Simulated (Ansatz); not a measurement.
Relaxation of C$_{2}$H$_{6}$GeN$_{2}$ (11 atoms, charge 0, multiplicity 1), to a largest force component of 0.015 eV/Å in at most 40 steps.

Theory: Ansatz 0.2.0, RKS PBE0/def2-mTZVP.

```xyz
11
Properties=species:S:1:pos:R:3
N -1.974 0.362 -0.374
Ge -0.587 -0.570 0.289
C -0.880 -2.343 0.240
C -0.850 -2.563 1.672
N -0.897 -1.055 1.997
H -2.526 0.823 0.436
H -1.594 1.216 -0.910
H 0.833 -0.086 0.033
H -0.894 -3.117 -0.595
H -0.894 -3.394 2.239
H -0.968 -0.539 2.857
```

Problem. Where does it end, and by what steps?

Solution. The run converged. After 12 steps the energy has fallen by 2.093 eV; H6 moved furthest, 0.91 Å.

| step | energy less start (eV) | largest force component (eV/Å) | accepted |
| --- | --- | --- | --- |
| 0 | 0.0000 | 7.953 | yes |
| 1 | -1.4051 | 2.849 | yes |
| 2 | -1.8228 | 0.774 | yes |
| 3 | -1.9502 | 0.834 | yes |
| 4 | -2.0470 | 0.186 | yes |
| 5 | -2.0817 | 0.144 | yes |
| 6 | -2.0856 | 0.166 | yes |
| 7 | -2.0892 | 0.099 | yes |
| 8 | -2.0922 | 0.077 | yes |
| 9 | -2.0924 | 0.055 | yes |
| 10 | -2.0924 | 0.056 | no |
| 11 | -2.0925 | 0.069 | yes |
| 12 | -2.0927 | 0.008 | yes |

```xyz
11
Properties=species:S:1:pos:R:3
N -1.814 0.594 -0.519
Ge -0.636 -0.539 0.279
C -0.913 -2.445 0.275
C -0.924 -2.415 1.626
N -0.939 -1.099 2.105
H -2.794 0.426 -0.337
H -1.615 1.584 -0.464
H 0.762 0.069 0.075
H -1.032 -3.283 -0.392
H -0.959 -3.257 2.317
H -0.367 -0.903 2.919
```

The run took 100 s on 2 threads of Arm Neoverse N1 (shared host), peak memory 0.32 GiB.
